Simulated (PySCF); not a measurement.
## Polarisability and C₆ of Co²⁺ (cobalt, charge +2)

[Ar] 3d6 4s1, high-spin 6D determinant (an excited configuration). All numbers are calculated (PySCF 2.14, no relativity, point nucleus, in def2-TZVPPD). Coupled (time-dependent) response in atomic units; α is the mean over directions.

```json
{"method": "UHF", "mean α (bohr³)": "19.78", "α xx, yy, zz": "19.06, 19.06, 21.23", "C₆ (like pair)": "75.39", "S(−4)": "381.3"}
{"method": "PBE", "mean α (bohr³)": "15.12", "α xx, yy, zz": "14.78, 14.78, 15.80", "C₆ (like pair)": "54.31", "S(−4)": "206.0"}
{"method": "PBE0", "mean α (bohr³)": "16.20", "α xx, yy, zz": "15.79, 15.79, 17.02", "C₆ (like pair)": "58.96", "S(−4)": "241.8"}
{"method": "revPBE", "mean α (bohr³)": "15.65", "α xx, yy, zz": "15.28, 15.28, 16.39", "C₆ (like pair)": "56.73", "S(−4)": "222.6"}
```

S(−4) is the Cauchy moment in α(ω) = α(0) + S(−4) ω² + …

α(iu) at PBE:

| u (hartree) | α(iu) (bohr³) |
| --- | --- |
| 0 | 15.12 |
| 0.0500 | 14.63 |
| 0.100 | 13.34 |
| 0.200 | 10.03 |
| 0.300 | 7.338 |
| 0.500 | 4.369 |
| 0.750 | 2.801 |
| 1.00 | 2.062 |
| 1.50 | 1.372 |
| 2.00 | 1.035 |
| 3.00 | 0.6750 |
| 5.00 | 0.3517 |

A single London oscillator, α(iu) = α/(1 + u²/ω²), gives C₆ = (3/4) ω α². Matching the computed C₆ needs ω = 4 × 54.31 / (3 × 15.12²) = 0.317 hartree.

For an ion, C₆ is the dispersion term alone; charge-induced terms of lower order in 1/R come first.

The components differ because the open shell of this determinant is not spherical; for a pure term their mean is the scalar polarisability.
